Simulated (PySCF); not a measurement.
**Electron correlation in Ag³⁺ (silver, charge +3)**

Starting occupation: [Kr] 4d8, 4d3/2 with m_j = -3/2, -1/2, +1/2, +3/2, 4d5/2 with m_j = -1/2, +1/2, +3/2, +5/2. Calculation: PySCF 2.14, in x2c-TZVPall-2c; X2C-1e with screened-nucleus spin-orbit coupling, Gaussian nucleus. Frozen: [Ar] 3d10; 16 electrons correlated; the 6 highest virtual spinors left out.

MP2 pair energies summed by pair of shells (mhartree):

| pair | energy | share (%) |
| --- | --- | --- |
| 4d-4d | -166.30 | 42.5 |
| 4d-4p | -136.58 | 34.9 |
| 4p-4p | -42.54 | 10.9 |
| 4d-4s | -22.39 | 5.7 |
| 4p-4s | -19.92 | 5.1 |
| 4s-4s | -3.35 | 0.9 |

Total MP2 correlation energy: -391.07 mhartree.

The GHF reference relaxed away from the jj start to a determinant that is no pure jj level (⟨S²⟩ = 2.00, ⟨J²⟩ = 20.01); the energies belong to that determinant.

This basis was not built for core-valence correlation, so the inner-shell part is incomplete.
